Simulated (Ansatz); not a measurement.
The same path of C$_{2}$H$_{6}$FNSSn (12 atoms, charge 0, multiplicity 1) was run twice with different band settings. Lost on the way: Sn3–H10. Made: N4–H10.

Computed with RHF/def2-SVP in Ansatz 0.2.0.

Relaxed end points:

```xyz
12
Properties=species:S:1:pos:R:3
F -1.357 -1.804 0.416
C -0.171 -1.900 -0.262
Sn 1.158 -0.341 0.466
N 0.257 1.439 -0.097
C -1.049 1.707 -0.142
S -1.739 3.133 -0.555
H -0.368 -1.782 -1.327
H 0.245 -2.893 -0.097
H 1.286 -0.380 2.163
H 2.675 -0.325 -0.308
H 0.823 2.232 -0.347
H -1.682 0.860 0.126
```

```xyz
12
Properties=species:S:1:pos:R:3
F -0.750 -1.431 0.805
C 0.004 -1.892 -0.272
Sn 1.757 -0.531 -0.704
N 0.123 1.212 0.422
C -0.918 1.641 -0.363
S -1.016 3.069 -1.102
H -0.677 -1.979 -1.120
H 0.348 -2.898 -0.021
H 2.313 -0.613 0.977
H -0.135 0.536 1.124
H 0.719 1.948 0.759
H -1.690 0.882 -0.470
```

Common settings: movable images 7; climbing image yes; optimiser quadratic models (default); start path through a guess of the saddle point; force threshold 0.03 eV/Å; end points relaxed.

| run | spring | iteration limit |
| --- | --- | --- |
| 1 | 5.0 eV/Å² | 57 |
| 2 | 0.1 eV/Å² | 60 |

Problem. What does each run give, and how far can it be trusted?

Solution. Run 1: converged after 43 iterations, highest image 3.013 eV above the first end. Neighbouring images differ by up to 3.0 eV, so the band resolves the path poorly. A vibrational analysis at the climbing image gives one clearly imaginary mode, 1856i cm⁻¹: a first-order saddle point.
Run 2: converged after 43 iterations, highest image 3.014 eV above the first end. The profile has 2 maxima (images 3, 5) with wells between them (image 4): this band takes more than one step, which may be the mechanism or a detour left from its start path. Neighbouring images differ by up to 3.0 eV, so the band resolves the path poorly. Another band between the same ends (7 images) ends at a top of the same energy, where a vibrational analysis finds 1 clearly imaginary mode.
The orbitals stay closed-shell, which can raise the energy where a bond breaks towards radicals; this wasn't checked here.
